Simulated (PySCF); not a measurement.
A PySCF script (with the pyscf-properties extension) for the NMR shieldings of `CC#C[C@@H]1CS[Si@H](O)S1`, C5H8OS2Si, on a GFN2-xTB geometry:

```python
import basis_set_exchange as bse
import numpy as np
from pyscf import gto, dft
from pyscf.prop import nmr

atoms = """
C     3.014935    0.795614   -0.295042
C     1.823893    0.086264    0.111377
C     0.864665   -0.546076    0.456384
C    -0.362178   -1.203582    0.835284
C    -1.094400   -1.781937   -0.366082
S    -1.563840   -0.476589   -1.551309
Si   -2.256545    0.903935   -0.062710
O    -1.769202    2.414723   -0.349258
S    -1.465015    0.000215    1.715863
H     3.887129    0.380465    0.208942
H     2.927331    1.850548   -0.035554
H     3.149878    0.705008   -1.372530
H    -0.166228   -1.993048    1.566851
H    -0.447522   -2.470935   -0.909434
H    -1.999787   -2.302206   -0.052025
H    -3.692884    1.003273    0.023306
H    -0.857227    2.646356   -0.517289
"""
names = dict.fromkeys(["C", "S", "Si", "O", "H"], "pcSseg-1")
basis = {el: gto.basis.parse(bse.get_basis(n, elements=[el], fmt="nwchem")) for el, n in names.items()}
mol = gto.M(atom=atoms, basis=basis, charge=0, verbose=0)
mf = dft.RKS(mol, xc="PBE0")
mf.grids.level = 2
mf.grids.alignment = dft.numint.BLKSIZE   # the property module wants whole blocks of grid points
mf.conv_tol = 1e-9
mf.kernel()

calc = nmr.RKS(mf)   # GIAO
C = mf.mo_coeff
Co = C[:, mf.mo_occ > 0]
resp = mf.gen_response(singlet=True, hermi=2)
def vind(x):   # induced exchange potential for any number of trial vectors
    d = np.einsum("pi,xij,qj->xpq", C, 2 * x.reshape(-1, C.shape[1], Co.shape[1]), Co, optimize=True)
    return np.einsum("xpq,pi,qj->xij", resp(d - d.transpose(0, 2, 1)), C, Co, optimize=True).ravel()
mo1, _ = nmr.rhf.solve_mo1(calc, with_cphf=vind)
sigma = calc.kernel(mo1)
for i, s in enumerate(sigma):   # ppm
    w = np.linalg.eigvalsh((s + s.T) / 2)
    print("%2d %-2s iso %8.1f  s11 %8.1f  s22 %8.1f  s33 %8.1f" % (i, mol.atom_pure_symbol(i), w.mean(), *w))
```

Question: Give the expected output.

Answer: 
```
 0 C  iso    182.0  s11    174.5  s22    174.9  s33    196.8
 1 C  iso     93.9  s11     11.9  s22     32.5  s33    237.3
 2 C  iso    100.1  s11     -0.2  s22     20.9  s33    279.8
 3 C  iso    142.9  s11    119.9  s22    153.0  s33    155.8
 4 C  iso    138.0  s11    105.8  s22    141.3  s33    167.0
 5 S  iso    608.0  s11    494.2  s22    570.3  s33    759.5
 6 Si iso    333.2  s11    295.8  s22    334.1  s33    369.8
 7 O  iso    268.9  s11    263.6  s22    265.1  s33    277.9
 8 S  iso    469.5  s11    278.0  s22    478.9  s33    651.7
 9 H  iso     29.6  s11     24.1  s22     27.5  s33     37.3
10 H  iso     29.7  s11     24.4  s22     28.6  s33     36.2
11 H  iso     29.7  s11     24.1  s22     28.4  s33     36.5
12 H  iso     27.8  s11     23.3  s22     24.7  s33     35.2
13 H  iso     28.7  s11     22.9  s22     26.4  s33     36.8
14 H  iso     28.9  s11     23.0  s22     27.0  s33     36.5
15 H  iso     26.0  s11     21.7  s22     23.2  s33     32.9
16 H  iso     29.3  s11     21.2  s22     25.9  s33     41.0
```

These numbers come from an equivalent density-fitted implementation of the same equations, which agrees with the script to about 0.01 ppm for H and up to a few tenths of a ppm for heavy atoms, so last digits may differ.

Question: Turn these shieldings into chemical shifts. Referencing at the same level of theory: ¹³C (σ = 186.93 ppm) and ²⁹Si (σ = 349.16 ppm) and ¹H (σ = 31.72 ppm) vs TMS; CS2 for ³³S (σ = 503.73 ppm); H2O for ¹⁷O (σ = 336.08 ppm).

Answer: Averaging equivalent atoms: C 1: 93.0; C 2: 86.8; C 4: 48.9; C 3: 44.0; C 0: 4.9; S 8: 34; S 5: -104; Si 6: 15.9; O 7: 67.2; H 15: 5.75; H 12: 3.96; H 13: 3.02; H 14: 2.86; H 16: 2.37; H 9/10/11: 2.04 ppm. Experimental scales use liquid or dissolved standards, which lie at an offset from isolated H2O (liquid H2O: subtract about 36 ppm).

Size and cost of the density-fitted run: 214 basis functions, 79 s wall time on 1 thread of an Arm Neoverse V1, shared host; peak memory 1 GiB.
